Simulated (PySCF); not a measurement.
Species: 1-chloro-4-cyclopropylbenzene, C9H9Cl.
Numbering: `[Cl:1][c:2]1[cH:3][cH:4][c:5]([CH:6]2[CH2:7][CH2:8]2)[cH:9][cH:10]1` (hydrogens: H11 on C3; H12 on C4; H13 on C6; H14, H15 on C7; H16, H17 on C8; H18 on C9; H19 on C10)

Theory: PBE0-D3(BJ)/def2-SVP geometry optimisation, gas phase (PySCF).

**Question.** List the bond lengths, angles and torsions at this level.

**Answer.** 
| bond | length (Å) | order |
| --- | --- | --- |
| Cl1–C2 | 1.734 | single |
| C2–C3, C2–C10 | 1.393 | aromatic |
| C3–C4, C9–C10 | 1.391 | aromatic |
| C4–C5, C5–C9 | 1.401 | aromatic |
| C5–C6 | 1.485 | single |
| C6–C7, C6–C8 | 1.508 | single |
| C7–C8 | 1.491 | single |
| C3–H11, C10–H19 | 1.091 | single |
| C4–H12, C9–H18 | 1.093 | single |
| C6–H13 | 1.094 | single |
| C7–H14, C8–H17 | 1.093 | single |
| C7–H15, C8–H16 | 1.094 | single |

Bonds in one row agree within 0.01 Å and their mean is given. Orders are formal, as drawn. A selection of angles:
| angle | degrees |
| --- | --- |
| Cl1–C2–C3 | 119.9 |
| C3–C2–C10 | 120.4 |
| C2–C3–C4 | 119.3 |
| C3–C4–C5 | 121.6 |
| C4–C5–C6 | 119.8 |
| C4–C5–C9 | 117.7 |
| C6–C5–C9 | 122.4 |
| C5–C6–C7 | 121.3 |
| C7–C6–C8 | 59.3 |
| C6–C7–C8 | 60.4 |

Torsions: C4–C5–C6–C7 144° (anticlinal); C5–C6–C7–C8 110° (anticlinal); C5–C6–C8–C7 -110° (anticlinal).

The C–C distances run from 1.391 Å (C9–C10, aromatic) to 1.508 Å (C6–C7, drawn single), a spread of 0.117 Å. The 6-membered ring C2–C3–C4–C5–C9–C10 has internal angles of 117.7° to 121.6°; it is planar, 0.00 Å rms from its mean plane, widest ring torsion 0°. Of the pairs four or more bonds apart, C9···H16 is among the closest relative to their van der Waals radii: 2.83 Å, 98 % of the sum of Bondi's values. The 3-membered ring C6–C7–C8 has internal angles of 59.3° to 60.4°.

Point group: Cs (tolerance 0.08 Å). Not checked by PBE0-D3(BJ)/def2-SVP frequencies. The numbers are those of one conformer.

Time: 98 s of wall time; peak memory 0.87 GiB. Hardware: Arm Neoverse V1, one thread, shared host with 32 logical CPUs at a one-minute load of 11. These figures are those of the optimisation.
